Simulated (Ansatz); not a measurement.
F2H3Si2, SMILES `F[Si](F)[SiH3]` radical. Total charge 0; spin multiplicity 2.

```csv
atom,x (Å),y (Å),z (Å)
F1,0.962,-1.117,1.883
Si2,0.887,0.268,1.086
F3,0.064,1.264,2.030
Si4,-0.313,-0.061,-0.933
H5,-1.681,-0.593,-0.689
H6,0.469,-1.015,-1.759
H7,-0.388,1.254,-1.618
```

Task: Give the diagnostics of a CCSD(T)/def2-TZVPP run (frozen core, the Gaussian-basis code of Ansatz). (An estimate is asked.)

Result: Ansatz gave: T1 = 0.0156, largest single amplitude 0.036, largest double 0.028, (T) share of the correlation energy 3.0 %, 11 CCSD cycles. ⟨S²⟩ of the UHF reference is 0.763 against 0.75 for a pure state. T1 lies under the customary mark of 0.045 for open shells.
